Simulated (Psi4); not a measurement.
C2H9AlN (SMILES [CH3][Al]([CH3])<-[NH3]), doublet, at a GFN2-xTB geometry (such geometries of metal compounds can be far from the true shape) (the spin is typed, not shown lowest); Psi4 with HF/3-21G.

Psi4 was given this input:
```
memory 2 GB

molecule mol {
0 2
  Al    0.456125    0.144002    0.585534
  C     1.180404    1.024485   -1.104465
  H     2.003148    0.453344   -1.551946
  H     1.594081    2.014161   -0.884013
  H     0.442823    1.182060   -1.901811
  C    -1.480744    0.531590    1.089760
  H    -1.924994   -0.274222    1.686967
  H    -2.158878    0.700176    0.243398
  H    -1.551512    1.431537    1.709657
  N    -0.211727   -1.598558   -0.615870
  H    -0.843515   -1.166499   -1.285046
  H    -0.733139   -2.296221   -0.095604
  H     0.526492   -2.062913   -1.134221
}

set basis 3-21g
set reference uhf
set basis_guess true

energy('scf')
print_variables()
```

Output, abridged:

```
  //>>>>>>>>>>>>>>>>>>>>>>>>>>>>>>>>>>>//
  //       Guess SCF, 3-21G Basis      //
  //<<<<<<<<<<<<<<<<<<<<<<<<<<<<<<<<<<<//

   => Loading Basis Set <=

    Name: 3-21G
    Role: ORBITAL
    Keyword: BASIS

         ---------------------------------------------------------
                           SCF Castup computation
         ---------------------------------------------------------
                                   SCF
               by Justin Turney, Rob Parrish, Andy Simmonett
                          and Daniel G. A. Smith
                              UHF Reference
         ---------------------------------------------------------

  ==> Geometry <==

    Molecular point group: c1
    Full point group: C1

    Geometry (in Angstrom), charge = 0, multiplicity = 2:

       Center              X                  Y                   Z               Mass
    ------------   -----------------  -----------------  -----------------  -----------------
         AL           0.414644360375     0.141911025828     0.534756669277    26.981538530000
         C            1.138923360375     1.022394025828    -1.155242330723    12.000000000000
         H            1.961667360375     0.451253025828    -1.602723330723     1.007825032230
         H            1.552600360375     2.012070025828    -0.934790330723     1.007825032230
         H            0.401342360375     1.179969025828    -1.952588330723     1.007825032230
         C           -1.522224639625     0.529499025828     1.038982669277    12.000000000000
         H           -1.966474639625    -0.276312974172     1.636189669277     1.007825032230
         H           -2.200358639625     0.698085025828     0.192620669277     1.007825032230
         H           -1.592992639625     1.429446025828     1.658879669277     1.007825032230
         N           -0.253207639625    -1.600648974172    -0.666647330723    14.003074004430
         H           -0.884995639625    -1.168589974172    -1.335823330723     1.007825032230
         H           -0.774619639625    -2.298311974172    -0.146381330723     1.007825032230
         H            0.485011360375    -2.065003974172    -1.184998330723     1.007825032230

  Running in c1 symmetry.

  Rotational constants: A =      0.17375  B =      0.13855  C =      0.09407 [cm^-1]
  Rotational constants: A =   5208.98448  B =   4153.47790  C =   2820.16406 [MHz]
  Nuclear repulsion =  157.374840047706670

  Charge       = 0
  Multiplicity = 2
  Electrons    = 41
  Nalpha       = 21
  Nbeta        = 20

  ==> Algorithm <==

  SCF Algorithm Type is DF.
  DIIS enabled.
  MOM disabled.
  Fractional occupation disabled.
  Guess Type is SAD.
  Energy threshold   = 1.00e-06
  Density threshold  = 1.00e-06
  Integral threshold = 1.00e-12

  ==> Primary Basis <==

  Basis Set: 3-21G
    Blend: 3-21G
    Number of shells: 40
    Number of basis functions: 58
    Number of Cartesian functions: 58
    Spherical Harmonics?: false
    Max angular momentum: 1

   => Loading Basis Set <=

    Name: (3-21G AUX)
    Role: JKFIT
    Keyword: DF_BASIS_SCF

  ==> Integral Setup <==

  SCF_SUBTYPE=INCORE selected. In-core MEM_DF algorithm will be used.
  Using in-core AOs.

  ==> MemDFJK: Density-Fitted J/K Matrices <==

    J tasked:                   Yes
    K tasked:                   Yes
    wK tasked:                   No
    Algorithm:                 Core
    Schwarz Cutoff:           1E-12
    Mask sparsity (%):       2.1403
    Fitting Condition:        1E-10

   => Auxiliary Basis Set <=

  Basis Set: (3-21G AUX)
    Blend: DEF2-UNIVERSAL-JKFIT
    Number of shells: 167
    Number of basis functions: 606
    Number of Cartesian functions: 606
    Spherical Harmonics?: false
    Max angular momentum: 4

  Minimum eigenvalue in the overlap matrix is 2.6986597291E-02.
  Reciprocal condition number of the overlap matrix is 6.0554870777E-03.
    Using symmetric orthogonalization.

  ==> Pre-Iterations <==

  SCF Guess: Superposition of Atomic Densities via on-the-fly atomic UHF (no occupation information).

   -------------------------
    Irrep   Nso     Nmo
   -------------------------
     A         58      58
   -------------------------
    Total      58      58
   -------------------------

  ==> Iterations <==

                           Total Energy        Delta E     RMS |[F,P]|

   @DF-UHF iter SAD:  -373.95629210010134   -3.73956e+02   0.00000e+00
   @DF-UHF iter   1:  -375.13684067429142   -1.18055e+00   8.62672e-03 DIIS/ADIIS
   @DF-UHF iter   2:  -375.26377362217966   -1.26933e-01   3.63285e-03 DIIS/ADIIS
   @DF-UHF iter   3:  -375.28490412108533   -2.11305e-02   5.01622e-04 DIIS/ADIIS
   @DF-UHF iter   4:  -375.28589854317602   -9.94422e-04   1.21381e-04 DIIS/ADIIS
   @DF-UHF iter   5:  -375.28595460263546   -5.60595e-05   4.88887e-05 DIIS
   @DF-UHF iter   6:  -375.28596795109974   -1.33485e-05   1.71300e-05 DIIS
   @DF-UHF iter   7:  -375.28597167771898   -3.72662e-06   6.85263e-06 DIIS
   @DF-UHF iter   8:  -375.28597242456055   -7.46842e-07   1.57524e-06 DIIS
   @DF-UHF iter   9:  -375.28597245675792   -3.21974e-08   4.06449e-07 DIIS
  Energy and wave function converged.

  ==> Post-Iterations <==

   @Spin Contamination Metric:   1.068854285E-03
   @S^2 Expected:                7.500000000E-01
   @S^2 Observed:                7.510688543E-01
   @S   Expected:                5.000000000E-01
   @S   Observed:                5.000000000E-01

    Orbital Energies [Eh]
    ---------------------

    Alpha Occupied:

[...]
    Alpha Virtual:

[...]
      58A      2.588444

    Beta Occupied:

[...]
    Beta Virtual:

[...]
    Final Occupation by Irrep:
              A
    DOCC [    20 ]
    SOCC [     1 ]
    NA   [    21 ]
    NB   [    20 ]

  @DF-UHF Final Energy:  -375.28597245675792

   => Energetics <=

    Nuclear Repulsion Energy =            157.3748400477066696
    One-Electron Energy =                -829.8142542519866538
    Two-Electron Energy =                 297.1534417475220380
[...]
    Total Energy =                       -375.2859724567579178
[...]
    ------------   -----------------  -----------------  -----------------  -----------------
         AL           0.414644360375     0.141911025828     0.534756669277    26.981538530000
         C            1.138923360375     1.022394025828    -1.155242330723    12.000000000000
         H            1.961667360375     0.451253025828    -1.602723330723     1.007825032230
         H            1.552600360375     2.012070025828    -0.934790330723     1.007825032230
         H            0.401342360375     1.179969025828    -1.952588330723     1.007825032230
         C           -1.522224639625     0.529499025828     1.038982669277    12.000000000000
         H           -1.966474639625    -0.276312974172     1.636189669277     1.007825032230
         H           -2.200358639625     0.698085025828     0.192620669277     1.007825032230
         H           -1.592992639625     1.429446025828     1.658879669277     1.007825032230
         N           -0.253207639625    -1.600648974172    -0.666647330723    14.003074004430
         H           -0.884995639625    -1.168589974172    -1.335823330723     1.007825032230
         H           -0.774619639625    -2.298311974172    -0.146381330723     1.007825032230
         H            0.485011360375    -2.065003974172    -1.184998330723     1.007825032230

  Running in c1 symmetry.

  Rotational constants: A =      0.17375  B =      0.13855  C =      0.09407 [cm^-1]
  Rotational constants: A =   5208.98448  B =   4153.47790  C =   2820.16406 [MHz]
  Nuclear repulsion =  157.374840047706670

  Charge       = 0
  Multiplicity = 2
  Electrons    = 41
  Nalpha       = 21
  Nbeta        = 20

  ==> Algorithm <==

  SCF Algorithm Type is DF.
  DIIS enabled.
  MOM disabled.
  Fractional occupation disabled.
  Guess Type is SAD.
  Energy threshold   = 1.00e-06
  Density threshold  = 1.00e-06
  Integral threshold = 1.00e-12

  ==> Primary Basis <==

  Basis Set: 3-21G
    Blend: 3-21G
    Number of shells: 40
    Number of basis functions: 58
    Number of Cartesian functions: 58
    Spherical Harmonics?: false
    Max angular momentum: 1

   => Loading Basis Set <=

    Name: (3-21G AUX)
    Role: JKFIT
    Keyword: DF_BASIS_SCF

  Computing basis projection from 3-21G to 3-21G

  ==> Integral Setup <==

  SCF_SUBTYPE=INCORE selected. In-core MEM_DF algorithm will be used.
  Using in-core AOs.

  ==> MemDFJK: Density-Fitted J/K Matrices <==

    J tasked:                   Yes
    K tasked:                   Yes
    wK tasked:                   No
    Algorithm:                 Core
    Schwarz Cutoff:           1E-12
    Mask sparsity (%):       2.1403
    Fitting Condition:        1E-10

   => Auxiliary Basis Set <=

  Basis Set: (3-21G AUX)
    Blend: DEF2-UNIVERSAL-JKFIT
    Number of shells: 167
    Number of basis functions: 606
    Number of Cartesian functions: 606
    Spherical Harmonics?: false
    Max angular momentum: 4

  Minimum eigenvalue in the overlap matrix is 2.6986597291E-02.
  Reciprocal condition number of the overlap matrix is 6.0554870777E-03.
    Using symmetric orthogonalization.

  ==> Pre-Iterations <==

  SCF Guess: Orbitals guess was supplied from a previous computation.

   -------------------------
    Irrep   Nso     Nmo
   -------------------------
     A         58      58
   -------------------------
    Total      58      58
   -------------------------

  ==> Iterations <==

                           Total Energy        Delta E     RMS |[F,P]|

   @DF-UHF iter   0:  -375.28597245725121   -3.75286e+02   1.31403e-07
   @DF-UHF iter   1:  -375.28597245733357   -8.23661e-11   8.13751e-08 DIIS
  Energy and wave function converged.

  ==> Post-Iterations <==

   @Spin Contamination Metric:   1.068629214E-03
   @S^2 Expected:                7.500000000E-01
   @S^2 Observed:                7.510686292E-01
   @S   Expected:                5.000000000E-01
   @S   Observed:                5.000000000E-01

    Orbital Energies [Eh]
    ---------------------

    Alpha Occupied:

[...]
    Alpha Virtual:

[...]
      58A      2.588445

    Beta Occupied:

[...]
    Beta Virtual:

[...]
    Final Occupation by Irrep:
              A
    DOCC [    20 ]
    SOCC [     1 ]
    NA   [    21 ]
    NB   [    20 ]

  @DF-UHF Final Energy:  -375.28597245733357

   => Energetics <=

    Nuclear Repulsion Energy =            157.3748400477066696
    One-Electron Energy =                -829.8142523741068999
    Two-Electron Energy =                 297.1534398690666308
    Total Energy =                       -375.2859724573335711

  UHF NO Occupations:
  HONO-2 :   19  A 1.9999416
  HONO-1 :   20  A 1.9996204
  HONO-0 :   21  A 1.0000000
  LUNO+0 :   22  A 0.0003796
  LUNO+1 :   23  A 0.0000584
  LUNO+2 :   24  A 0.0000538
  LUNO+3 :   25  A 0.0000126

Computation Completed

Properties will be evaluated at   0.000000,   0.000000,   0.000000 [a0]

Properties computed using the SCF density matrix

 Multipole Moments:

 ------------------------------------------------------------------------------------
     Multipole            Electronic (a.u.)      Nuclear  (a.u.)        Total (a.u.)
 ------------------------------------------------------------------------------------

 L = 1.  Multiply by 2.5417464519 to convert [e a0] to [Debye]
 Dipole X            :          2.7984480           -3.2138652           -0.4154172
 Dipole Y            :         -1.4770227           -0.1620193           -1.6390421
 Dipole Z            :          3.0621594           -3.9341595           -0.8720001
 Magnitude           :                                                    1.9024759

 ------------------------------------------------------------------------------------

  Variable Map:
  ----------------------------------------------------------------------------
[...]
  Array Variable Map:
  ----------------------------------------------------------------------------
[...]
[...]
```
